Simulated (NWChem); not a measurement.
System: C$_{2}$H$_{3}$BF$_{2}$O; SMILES OB(C(=C)F)F

```xyz
9

C     -1.2770    -1.4361     0.0000
C     -0.1342    -0.7517     0.0000
F      1.0481    -1.4107     0.0000
B      0.0358     0.8088     0.0000
O      1.2521     1.3768     0.0000
F     -1.0378     1.5865     0.0000
H     -1.2939    -2.5290     0.0000
H     -2.2211    -0.8893     0.0000
H      1.9483     0.7085     0.0000
```
Atoms are numbered in this order, from 1.

Program: NWChem. Pople sets run with spherical d functions. The geometry was optimised at PBE0/def2-SVP. B3LYP is NWChem's, with the RPA form of VWN correlation. Atomic charges in e: unrestrained fits to the electrostatic potential beside Mulliken populations; buried atoms are poorly determined by the fit.

For level B3LYP/def2-SVP:

```
Item         Value
-----------  -----
Mulliken C1  -0.05
Mulliken C2   0.16
Mulliken F3  -0.23
ESP B4        0.59
Mulliken B4   0.03
ESP O5       -0.57
Mulliken O5  -0.09
```

What are these values for level Hartree-Fock/6-31G*?


- Mulliken C1 = -0.45
- Mulliken C2 = 0.28
- Mulliken F3 = -0.46
- ESP B4 = 0.77
- Mulliken B4 = 0.83
- ESP O5 = -0.69
- Mulliken O5 = -0.72
